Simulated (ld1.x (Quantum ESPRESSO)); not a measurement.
# Transferability test, TM potential for ruthenium (Ru)

* Element: Ru (Z = 44)
* Generator: ld1.x (Quantum ESPRESSO) 7.5
* Type: norm-conserving Troullier–Martins (Kleinman–Bylander form)
* Functional: PBE
* Relativity: fully relativistic
* Frozen core: [Ar] 3d10 4s2
* Valence charge: 14
* Reference configuration: 4p6 4d5 5s0 5p0 (charge +3)
* Partial waves: 4p (bound): rc 1.10 bohr; 4d (bound): rc 1.25 bohr; 5s (bound, empty): rc 2.20 bohr
* Local potential: the s channel
* Core correction: none

Open shells are filled in proportion to 2j + 1 (rel_dist='average').

Energies are relative to the spin-unpolarised reference configuration 4p6 4d5 5s0 5p0; without spin polarisation the order of configurations can differ from experiment.

| valence configuration | charge | ΔE all-electron (eV) | error AE − PS (meV) |
| --- | --- | --- | --- |
| 4p6 4d7 5s1 5p0 | 0 | -56.099 | -253 |
| 4p6 4d6 5s0 5p0 | +2 | -30.620 | -115 |
| 4p6 4d6 5s1 5p0 | +1 | -45.986 | -50 |
| 4p6 4d7 5s0.5 5p0 | +0.5 | -53.235 | -313 |
| 4p5 4d7 5s1 5p0 | +1 | -3.638 | -7.9 |

(1) What are ΔE and the potential's error for 4p6 4d7 5s0 5p0?

(2) What are ΔE and the potential's error for 4p6 4d6 5s1 5p1?

Answers

(1) ΔE = -48.805 eV all-electron; the error (AE − PS) is -380 meV.

(2) ΔE = -50.450 eV all-electron; the error (AE − PS) is -607 meV.

ld1.x printed “convergence not achieved” for 5 of the counted tests; their residual had stalled under 1e-8, short of the target of 1e-14.
